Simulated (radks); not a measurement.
Question: The ruthenium ion Ru26+, [Ar]. Method: non-relativistic Kohn-Sham, r2SCAN, spin-polarised, spherical densities, point nucleus; meta-GGA in the generalised Kohn-Sham scheme; computed with a radial shooting solver on a logarithmic mesh with Libxc functionals. Every spin shell is full or empty, so the densities are truly spherical. Functionals are evaluated on that one density, not self-consistently. Rank these orbital-free kinetic functionals by their error against the exact value of the orbitals, and give that value: Thomas-Fermi, von Weizsacker, TF + vW, LC94, APBEK, Thakkar, Pearson, LKT, PG1, DePristo-Kress, Ernzerhof.

Answer: Exact: 3997.74 hartree. From best to worst, with 100 (|E| - |E exact|)/|E exact| (equal figures are ties): APBEK -0.41, LC94 -0.49, DePristo-Kress -0.55, Ernzerhof -0.77, Thakkar -0.94, Pearson -1.71, Thomas-Fermi -6.70, PG1 +18.27, LKT +23.07, TF + vW +42.59, von Weizsacker -50.70.
